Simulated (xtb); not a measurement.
C₂H₃ClF₂Si, SMILES F/C=C(/F)[SiH2]Cl. All values are semi-empirical tight-binding results from xtb (GFN2-xTB unless named), good for trends rather than for accurate numbers. Geometry: GFN2-xTB. The structure was generated by enumeration; whether it is a known compound was not checked. The values are those of a single conformer.

Optimised geometry:

Bond lengths (Å): F1–C2 1.339, C2–C3 1.325, C2–H7 1.081, C3–F4 1.353, C3–Si5 1.905, Si5–Cl6 2.005, Si5–H8 1.458, Si5–H9 1.455. Bond angles (°): F1–C2–C3 120.2, F1–C2–H7 113.2, C3–C2–H7 126.6, C2–C3–F4 116.5, C2–C3–Si5 127.6, F4–C3–Si5 115.9, C3–Si5–Cl6 108.0, C3–Si5–H8 106.0, C3–Si5–H9 107.4, Cl6–Si5–H8 110.3, Cl6–Si5–H9 110.6, H8–Si5–H9 114.2.

```yaml
orbital_gap: 4.46 eV
dipole_moment: 1.24 D
zero_point_energy: 27.3 kcal/mol
G − E(el) at 298.15 K (modified RRHO): 6.7 kcal/mol
static polarisability (D4 model): 68.2 bohr³
solvation energy, GFN2-xTB/ALPB(water): -1.1 kcal/mol
solvation energy, GFN2-xTB/ALPB(dmf): -3.9 kcal/mol
```

Q: Give the atomic charges and the Wiberg bond orders between heavy atoms. (An estimate is asked for; the answer gives what the named calculation found.)

A: charges (e) F1 -0.21, C2 0.10, C3 0.03, F4 -0.22, Si5 0.49, Cl6 -0.19, H7 0.07, H8 -0.04, H9 -0.04. Bond orders F1–C2 0.98, C2–C3 1.84, C3–F4 0.98, C3–Si5 0.83, Si5–Cl6 1.18.
